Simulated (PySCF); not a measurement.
# Spin–spin coupling constants

Bonds (- single, = double, # triple, : aromatic): C1-C2, C2-C3, C2-As4, As4-C5, As4-C6. C1 carries H7, H8, H9; C2 carries H10; C3 carries H11, H12, H13; C5 carries H14, H15, H16; C6 carries H17, H18, H19.

Couplings: B3LYP/pcJ-1 (pcSseg-1 on As) (without the spin–dipole term) in PySCF 2.14, geometry PBE0-D3(BJ)/def2-SVP; gas phase, one conformer, non-relativistic. Couplings are averaged over pairs made equivalent by symmetry, fast rotation or ring inversion, so a value needn't be that of the named pair in this geometry, while other rotamers aren't included; one pair stands for each set, and the list holds those of at least 1.5 Hz over up to four bonds.

Isotopes: ¹³C, ¹H.

| pair | bonds | J (Hz) |
| --- | --- | --- |
| C1, C2 | 1 | 36.7 |
| C1, H7 | 1 | 132.4 |
| C2, H10 | 1 | 138.5 |
| C5, H14 | 1 | 138.7 |
| C1, H10 | 2 | -2.6 |
| C2, H7 | 2 | ? |
| H7, H8 | 2 | -13.8 |
| H14, H15 | 2 | -12.6 |
| C1, C5 | 3 | 1.8 |
| C1, H11 | 3 | 6.4 |
| C2, H14 | 3 | ? |
| C5, H10 | 3 | ? |
| C5, H17 | 3 | ? |
| H7, H10 | 3 | 8.3 |

Q: Estimate the withheld couplings, with signs.

A: 
- ²J(C2,H7) = -3.2 Hz
- ³J(C2,H14) = 3.9 Hz (mean over equivalent pairs that range from -0.2 to 7.5 Hz in this conformer)
- ³J(C5,H10) = 3.2 Hz (dihedral angle 49°)
- ³J(C5,H17) = 4.8 Hz (mean over equivalent pairs that range from 0.7 to 9.6 Hz in this conformer)

Relativistic effects of the heavier atoms present are left out.
